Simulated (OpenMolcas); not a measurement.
V4+ (d1) among equal point charges was computed by CASSCF with the d shell active (OpenMolcas, ANO-RCC-VDZP on the metal). Its lowest spin-free states, and all those of the highest spin:

| 2S+1 | Degeneracy | E (cm-1) |
| --- | --- | --- |
| 2 | 1 | 0.0 |
| 2 | 2 | 872.0 |
| 2 | 1 | 2063 |
| 2 | 1 | 3761 |

Q: Is the site octahedral, tetrahedral or cube-like, axial, or of lower symmetry?

A: The states with 2S+1 = 2 have orbital degeneracies 1, 2, 1, 1. There are pairs but no triples, so the site is axial: not cubic, but with a proper or improper axis of order three or more. The run had V4+ among 6 point charges of -1 e arranged as a tetragonal octahedron (D4h), 2 Å from the ion, with the axial distance 1.860 Å.

The ground term spreads over less than 5000 cm-1, several times less than with real ligands, so orbital moments are less quenched and χT lies further from the spin-only value than at real sites. Point charges carry no covalency, so the field is a model and not that of real ligands. No measured value stands beside these numbers.
